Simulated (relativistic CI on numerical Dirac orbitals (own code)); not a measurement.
Calculated at this level of theory: Dirac-Coulomb-Breit CI, separate exchange-only KLI orbitals for each configuration, model QED, unscaled Slater integrals (own radial code, finite nucleus).

CI space (outside the closed core [Ne]): 3s2.3p6.3d2, 3s2.3p5.3d3, 3s.3p6.3d3, 3s2.3p6.3d.4s, 3s2.3p6.3d.4p, 3s2.3p6.3d.4d, 3s2.3p5.3d2.4s, 3s2.3p6.3d.4f, 3s2.3p5.3d2.4p, 3s2.3p5.3d2.4d, 3s.3p6.3d2.4s, 3p6.3d3.4p, 3s2.3p6.4s2, 3s.3p6.3d2.4p, 3s2.3p6.4s.4p, 3s2.3p6.3d.5s, 3s2.3p6.3d.5d, 3s2.3p6.3d.5g, 3p6.3d4, 3p5.3d5, 3p5.3d4.4s, 3p6.3d3.4s, 3p5.3d3.4s2, 3s2.3p6.4s.4d, 3s2.3p5.4s2.4d, 3s2.3p6.4p2, 3s2.3p5.4s.4p2, 3s.3p6.3d.4s2, 3s.3p6.4s2.4p, 3s.3p6.4s2.4d. Double excitations out of closed p, d and f shells are left out; levels of such configurations are missing from the list, as are those of other unlisted configurations, and high levels can miss mixing partners. These lack a partner that the ground configuration has and come out too high: 3s2.3p5.3d2.4p, 3s2.3p5.3d2.4d.

At this charge energies of transitions that change n are usually good to better than 1 %, and those within a shell (Δn = 0) to a few per cent.

Outline of the computed level scheme of Au LX. Lowest level of each configuration: 3s2.3p6.3d2 3F_2 at 0.000 eV; 3s2.3p5.3d3 3D°_2 at 297.590 eV.

Some strong electric-dipole decays among the lowest 45 levels: 3s2.3p5.3d3 3D°_1 → 3s2.3p6.3d2 3P_0 (1.5e+12 s⁻¹); 3s2.3p5.3d3 3F°_2 → 3s2.3p6.3d2 3F_2 (1.5e+12 s⁻¹); 3s2.3p5.3d3 3D°_1 → 3s2.3p6.3d2 3F_2 (1.2e+12 s⁻¹); 3s2.3p5.3d3 3G°_3 → 3s2.3p6.3d2 3F_2 (1.1e+12 s⁻¹); 3s2.3p5.3d3 3G°_3 → 3s2.3p6.3d2 3F_2 (6.7e+11 s⁻¹); 3s2.3p5.3d3 3D°_1 → 3s2.3p6.3d2 3F_2 (3.6e+11 s⁻¹); 3s2.3p5.3d3 3P°_2 → 3s2.3p6.3d2 3F_2 (1.3e+11 s⁻¹); 3s2.3p5.3d3 3D°_2 → 3s2.3p6.3d2 3P_1 (8.1e+10 s⁻¹).

LS names give the leading component of a level, which can be under half, so a name can repeat, a term be missing and a line seem to break the LS rules.
